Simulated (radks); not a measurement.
Radial electron density D(r) = 4 pi r^2 rho(r) of an atom or ion with 16 electrons. All-electron calculation, scalar-relativistic Kohn-Sham, PBEsol, spin-polarised, spherical densities, finite nucleus; Fermi nuclear charge, rms radius of each element as measured or else 0.836 A^(1/3) + 0.57 fm. Program: a radial shooting solver on a logarithmic mesh with Libxc functionals.

| r (bohr) | D(r) (e/bohr) | spin D(r) |
|---|---|---|
| 0.006291 | 1.343 | 0.0000135 |
| 0.007266 | 1.729 | 0.0000227 |
| 0.008459 | 2.245 | 0.0000397 |
| 0.009847 | 2.896 | 0.0000695 |
| 0.01146 | 3.706 | 0.000122 |
| 0.01335 | 4.701 | 0.000213 |
| 0.01554 | 5.901 | 0.000373 |
| 0.01809 | 7.318 | 0.000650 |
| 0.02106 | 8.950 | 0.00113 |
| 0.02451 | 10.77 | 0.00194 |
| 0.02854 | 12.71 | 0.00331 |
| 0.03296 | 14.59 | 0.00545 |
| 0.03837 | 16.46 | 0.00911 |
| 0.04466 | 18.05 | 0.0150 |
| 0.052 | 19.17 | 0.0244 |
| 0.06053 | 19.64 | 0.0389 |
| 0.07047 | 19.36 | 0.0606 |
| 0.08204 | 18.36 | 0.0922 |
| 0.09551 | 16.83 | 0.136 |
| 0.1112 | 15.15 | 0.194 |
| 0.1294 | 13.80 | 0.266 |
| 0.1507 | 13.24 | 0.348 |
| 0.174 | 13.70 | 0.427 |
| 0.2026 | 15.14 | 0.494 |
| 0.2358 | 17.09 | 0.526 |
| 0.2746 | 18.76 | 0.500 |
| 0.3196 | 19.33 | 0.406 |
| 0.3721 | 18.27 | 0.257 |
| 0.4332 | 15.61 | 0.0942 |
| 0.5043 | 11.94 | -0.00754 |
| 0.5871 | 8.238 | 0.0354 |
| 0.6835 | 5.398 | 0.283 |
| 0.7893 | 3.926 | 0.708 |
| 0.9189 | 3.538 | 1.29 |
| 1.07 | 3.780 | 1.84 |
| 1.245 | 3.986 | 2.17 |
| 1.45 | 3.740 | 2.17 |
| 1.688 | 3.008 | 1.84 |
| 1.965 | 2.047 | 1.32 |
| 2.287 | 1.171 | 0.799 |
| 2.663 | 0.5615 | 0.408 |
| 3.1 | 0.2242 | 0.174 |
| 3.609 | 0.06941 | 0.0569 |
| 4.168 | 0.01504 | 0.0125 |
| 4.852 | 0.01284 | 0.0125 |
| 5.649 | 0.03942 | 0.0394 |
| 6.576 | 0.05410 | 0.0541 |
| 7.656 | 0.02976 | 0.0298 |
| 8.912 | 0.001424 | 0.00142 |
| 10.38 | 0.01784 | 0.0178 |
| 12.08 | 0.08635 | 0.0864 |
| 14.06 | 0.1308 | 0.131 |
| 16.37 | 0.09505 | 0.0951 |
| 18.91 | 0.03607 | 0.0361 |
| 22.01 | 0.007750 | 0.00775 |
| 25.62 | 0.0009093 | 0.000909 |

What is the nuclear charge?

Answer. Z = 17. The innermost maximum, from 1s, lies near gamma/Z bohr with gamma = sqrt(1 - (Z/c)^2) = 0.992, here 0.0584 bohr (found: 0.0620), and its height grows with Z. The density is that of the chlorine ion Cl+ in [Ne] 3s2 3p3 6s1; the configuration itself is not fixed sharply by these data, and Z only to about a unit. D(r) has 5 maxima, at r = 0.0620, 0.315, 1.26, 6.47, 14.3 bohr, and minima at 0.152, 0.912, 4.52 bohr, inside which lie 2.18, 10.40, 15.04 electrons.
